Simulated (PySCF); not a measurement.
# Level sweep

Compound: C3H9Al.
Bonds: C1–C2, C2–C3, C3–Al4. Hydrogens: H5, H6, H7 on C1; H8, H9 on C2; H10, H11 on C3; H12, H13 on Al4.

PySCF, dipoles from the SCF density, polarisabilities from static response with core orbitals frozen. The structure is a single PBE0-D3(BJ)/def2-SVP conformer in the gas phase; no vibrational or solvent corrections.

Q: How do dipole and polarisability depend on functional and basis here?

A: 

```json
{"level": "HF/def2-SVPD", "μ (D)": "0.858", "α (au)": "62.70", "anisotropy (au)": "11.53"}
{"level": "PBE0/6-31+G*", "μ (D)": "0.912", "α (au)": "61.99", "anisotropy (au)": "16.07"}
{"level": "PBE0/aug-cc-pVDZ", "μ (D)": "0.959", "α (au)": "69.30", "anisotropy (au)": "15.48"}
{"level": "PBE0/def2-TZVP", "μ (D)": "0.958", "α (au)": "65.49", "anisotropy (au)": "15.09"}
{"level": "PBE0/def2-TZVPD", "μ (D)": "0.946", "α (au)": "68.86", "anisotropy (au)": "15.22"}
```

The anisotropy is √(½[(α1 − α2)² + (α2 − α3)² + (α3 − α1)²]). The dipole runs from 0.86 D (HF/def2-SVPD) to 0.96 D (PBE0/aug-cc-pVDZ). No reference polarisability is at hand; against PBE0 in the largest diffuse basis at hand (def2-TZVPD) the other PBE0 rows deviate by 6-31+G* -10%, aug-cc-pVDZ +1%, def2-TZVP -5%. With PBE0 the polarisability is 65.49 au without diffuse functions (def2-TZVP) and 66.72 au with them (mean of 6-31+G*, aug-cc-pVDZ and def2-TZVPD).
